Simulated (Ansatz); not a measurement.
A nudged elastic band was laid between two geometries of CH$_{8}$BNSi (12 atoms, charge 0, multiplicity 1).

All numbers below come from RKS B3LYP/def2-SVP in Ansatz 0.2.0.

| Property | Result |
| --- | --- |
| movable images | 8 |
| climbing image | no |
| spring | 5.0 eV/Å² |
| optimiser | quadratic models (default) |
| start path | through a guess of the saddle point |
| force threshold | 0.05 eV/Å |
| iteration limit | 60 |
| end points | relaxed |

Image 0:

```xyz
12
Properties=species:S:1:pos:R:3
B -0.946 1.218 -0.261
C 0.171 0.499 0.492
N -0.126 -0.250 1.696
Si 0.682 -0.714 -0.973
H -0.668 2.041 -1.100
H -2.102 0.894 -0.106
H 1.086 1.109 0.604
H 0.526 -1.009 1.889
H -1.074 -0.621 1.700
H 1.296 -0.049 -2.158
H -0.467 -1.563 -1.402
H 1.700 -1.611 -0.346
```

Image 9:

```xyz
12
Properties=species:S:1:pos:R:3
B -0.974 1.175 -0.261
C 0.133 0.370 0.431
N -0.246 -0.543 1.500
Si 0.680 -0.758 -1.052
H -0.670 2.039 -1.049
H -2.142 0.921 -0.081
H 1.033 0.997 0.611
H -0.833 -0.096 2.201
H 0.560 -0.947 1.973
H 1.422 0.018 -2.088
H -0.482 -1.449 -1.678
H 1.596 -1.783 -0.472
```

Task: What changes between the two ends?

Result: No bond is made or broken. The dihedral Si4–C2–N3–H9 goes from -82 to 77°.

Task: Give the energies along the band, and the barrier.

Result: The forces met the threshold. The highest image is number 5 of 0 to 9, 0.231 eV above the first end and 0.235 eV above the last; the last end lies 0.003 eV below the first. No image climbed, so the highest image needn't sit at the top of the path.

| image | path coordinate (Å) | energy (eV) | dihedral Si4–C2–N3–H9 (°) |
| --- | --- | --- | --- |
| 0 | 0.00 | 0.000 | -82 |
| 1 | 0.39 | 0.024 | -67 |
| 2 | 0.78 | 0.086 | -50 |
| 3 | 1.17 | 0.168 | -31 |
| 4 | 1.56 | 0.231 | -12 |
| 5 | 1.95 | 0.231 | 7 |
| 6 | 2.34 | 0.165 | 27 |
| 7 | 2.73 | 0.077 | 45 |
| 8 | 3.12 | 0.016 | 62 |
| 9 | 3.51 | -0.003 | 77 |

Task: What is the geometry of the highest image?

Result: 
```xyz
12
Properties=species:S:1:pos:R:3
B -0.983 1.305 -0.270
C 0.059 0.378 0.397
N -0.382 -0.373 1.591
Si 0.672 -0.797 -1.005
H -0.623 2.089 -1.120
H -2.157 1.213 -0.013
H 1.011 0.935 0.551
H 0.124 -0.049 2.414
H -0.184 -1.371 1.527
H 1.274 -0.040 -2.138
H -0.435 -1.658 -1.512
H 1.702 -1.687 -0.388
```

Run time: 4.6 min on 2 threads of Arm Neoverse V1, with other jobs on the host, peak memory 0.21 GiB.
